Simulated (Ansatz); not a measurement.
Species: sum formula SiH2Br (charge -1, singlet). It need not be the lowest isomer of its formula. Whether it binds its extra electron was not tested at this geometry. 
Structure (B3LYP-D3(BJ)/def2-TZVP (Ansatz, a first-principles code) minimum search):
```
Si
H 1 1.5366
H 1 1.5366 2 92.30
Br 1 2.4826 2 93.85 3 -94.01
```
Charge -1, spin multiplicity 1.

Total electronic energies in hartree. Cores are frozen in the correlated levels unless marked. No spin-orbit coupling. The frozen core is the preceding noble-gas configuration, with the filled d and f shells of earlier blocks. No relativistic terms. CBS marks a two-point X^-3 extrapolation of the correlation energy; Hartree-Fock from the larger set.

| level | program | energy (Eh) |
|---|---|---|
| HF/STO-3G | Ansatz | -2831.30133 |
| HF/6-31G | Ansatz | -2862.13601 |
| BLYP-D3(BJ)/def2-TZVPD | Ansatz + dftd3 | (withheld) |
| r2SCAN/def2-TZVPD | Ansatz | (withheld) |
| CAM-B3LYP/def2-TZVPD | Ansatz | -2865.04859 |
| LC-wPBE-D4/def2-TZVPD | Ansatz + dftd4 | -2864.47055 |
| SCS-MP2/def2-SVP | Ansatz | -2862.36233 |
| CCSD(T)/def2-QZVPP | Ansatz | -2862.99294 |
| CCSD(T)/CBS(def2-TZVPPD,def2-QZVPPD) | Ansatz | -2863.0141 |

**Question.** What belongs in the gaps?

**Answer.** 
- BLYP-D3(BJ)/def2-TZVPD, energy (Eh): -2864.94456
- r2SCAN/def2-TZVPD, energy (Eh): -2864.87231
